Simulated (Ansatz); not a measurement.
The cluster ZrTe2. Charge 0, multiplicity 3. Geometry r2SCAN-D4/def2-TZVPD, that of the charge -1 doublet; atoms count from 1.

```xyz
3

Zr   -0.6569    0.4272   -0.4447
Te    1.5354   -0.3141   -1.6571
Te   -0.8785   -0.1131    2.1019
```

In the def2 sets Te, Zr take a core potential; there is no spin–orbit coupling. At PBE0-D4/def2-TZVPD a singlet of charge 0 lies 0.75 eV below the triplet at the same geometry. The structure comes from a short search, and lower isomers may exist.

Question: Estimate the Mulliken populations from the PBE0/def2-TZVPD orbitals of Ansatz.

Answer: 
```json
{"atom": "Zr1", "charge (e)": "0.26", "spin (α − β)": "0.97", "d electrons": "2.54"}
{"atom": "Te2", "charge (e)": "-0.13", "spin (α − β)": "0.51", "d electrons": "–"}
{"atom": "Te3", "charge (e)": "-0.13", "spin (α − β)": "0.51", "d electrons": "–"}
```
Mulliken values depend strongly on the basis. With diffuse functions, as here, like atoms can get unlike values, and bond orders can come out too low or too high.

Question: Where does the spin sit?

Answer: Summed by element: Zr 0.97, Te 1.03, of 2 unpaired in all. Largest on single atoms: Zr1 0.97, Te2 0.51, Te3 0.51.

Question: And the Mayer bond orders between heavy atoms (over 0.3)?

Answer: Zr1–Te2 1.92 (2.61 Å); Zr1–Te3 1.92 (2.61 Å).
